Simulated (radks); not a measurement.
Values are calculated unless marked as measured or tabulated.
Problem. Successive ionisation energies (eV) of one element, from differences of total energies of ions in their ground configurations, starting at charge 0: 13.893, 24.722, 36.581, 49.301, 63.848, 78.143. Code: a radial shooting solver on a logarithmic mesh with Libxc functionals. Model: Dirac Kohn-Sham, BLYP, spin-unpolarised, spherical densities, point nucleus; open shells fill j = l - 1/2 first. Which element is it?

Solution. Krypton (Z = 36). The first species listed is Kr in [Kr], the last Kr5+ in [Ar] 3d10 4s2 4p1.
